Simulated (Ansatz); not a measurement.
Relaxation of BF$_{2}$H$_{5}$OSi (10 atoms, charge 0, multiplicity 1), to a largest force component of 0.03 eV/Å in at most 50 steps.

The calculation used RKS B3LYP/def2-SVP (Ansatz 0.2.0).

```xyz
10
Properties=species:S:1:pos:R:3:forces:R:3
B 0.070 -0.356 -0.328 0.09 -1.02 0.11
H 0.011 0.125 2.018 -0.21 1.67 0.53
F 1.123 0.438 -0.401 -0.02 -0.07 0.00
F -1.123 0.171 -0.575 -0.01 0.00 -0.04
O 0.213 -1.694 -0.055 -0.07 0.84 -0.56
Si -0.741 -3.054 -0.354 0.01 0.07 0.02
H 0.129 -4.238 -0.149 0.00 0.01 0.01
H -1.894 -3.089 0.589 0.03 0.01 0.00
H -1.236 -3.014 -1.758 0.00 0.00 0.01
H 0.093 -0.570 1.859 0.18 -1.51 -0.09
```

Q: Where does it end, and by what steps?

A: The forces met the threshold. The force dipped under the threshold on the way, but the program's further checks kept it going. After 35 steps the energy has fallen by 0.192 eV; H10 moved furthest, 0.99 Å.

| step | energy less start (eV) | largest force component (eV/Å) | accepted |
| --- | --- | --- | --- |
| 0 | 0.0000 | 1.673 | yes |
| 2 | -0.1651 | 0.218 | yes |
| 4 | -0.1753 | 0.340 | yes |
| 6 | -0.1805 | 0.140 | yes |
| 8 | -0.1816 | 0.044 | yes |
| 10 | -0.1824 | 0.040 | yes |
| 12 | -0.1829 | 0.072 | yes |
| 14 | -0.1833 | 0.088 | yes |
| 16 | -0.1837 | 0.287 | no |
| 18 | -0.1855 | 0.074 | yes |
| 20 | -0.1872 | 0.072 | yes |
| 22 | -0.1851 | 0.436 | no |
| 24 | -0.1896 | 0.017 | yes |
| 26 | -0.1905 | 0.048 | yes |
| 28 | -0.1905 | 0.064 | yes |
| 30 | -0.1910 | 0.092 | yes |
| 32 | -0.1913 | 0.014 | yes |
| 34 | -0.1917 | 0.040 | yes |
| 35 | -0.1920 | 0.029 | yes |

```xyz
10
Properties=species:S:1:pos:R:3
B 0.229 -0.468 -0.558
H -0.529 0.158 2.249
F 1.290 0.310 -0.692
F -0.953 0.125 -0.389
O 0.349 -1.803 -0.601
Si -0.723 -3.100 -0.491
H 0.106 -4.330 -0.471
H -1.522 -2.992 0.760
H -1.623 -3.101 -1.676
H 0.022 -0.080 2.715
```

Whether the end is a true minimum wasn't checked by a vibrational analysis.

The run took 96 s on 2 threads of Arm Neoverse V1, on a shared host, peak memory 0.2 GiB.
